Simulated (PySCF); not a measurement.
H5P. Atoms are numbered in the order given.

```xyz
6

P      0.0000     0.0000     0.0000
H      0.0000     0.0000     1.4923
H      0.0000     0.0000    -1.4923
H      1.4405     0.0000     0.0000
H     -0.7202     1.2475     0.0000
H     -0.7202    -1.2475     0.0000
```

Geometry optimised at PBE-D3(BJ)/def2-TZVPD.

Calculation: PBE-D3(BJ)/def2-TZVPD (PySCF).

Frequencies are harmonic and unscaled.

Modes within 1.5 cm⁻¹ of each other (mostly degenerate sets) share a row, with their intensities summed.

```json
[
 {"mode": "1–2", "ν (cm⁻¹)": "449", "IR (km/mol)": "13.9", "moving atoms (share of kinetic energy)": "H 98 %"},
 {"mode": "3", "ν (cm⁻¹)": "1136", "IR (km/mol)": "166.7", "moving atoms (share of kinetic energy)": "H 91 %, P 9 %"},
 {"mode": "4–5", "ν (cm⁻¹)": "1203", "IR (km/mol)": "239.9", "moving atoms (share of kinetic energy)": "H 92 %, P 8 %"},
 {"mode": "6–7", "ν (cm⁻¹)": "1397", "IR (km/mol)": "0.0", "moving atoms (share of kinetic energy)": "H 100 %"},
 {"mode": "8", "ν (cm⁻¹)": "1799", "IR (km/mol)": "0.0", "moving atoms (share of kinetic energy)": "H 100 %"},
 {"mode": "9", "ν (cm⁻¹)": "1893", "IR (km/mol)": "842.0", "moving atoms (share of kinetic energy)": "H 95 %"},
 {"mode": "10", "ν (cm⁻¹)": "2219", "IR (km/mol)": "0.0", "moving atoms (share of kinetic energy)": "H 100 %"},
 {"mode": "11–12", "ν (cm⁻¹)": "2224", "IR (km/mol)": "170.8", "moving atoms (share of kinetic energy)": "H 96 %"}
]
```
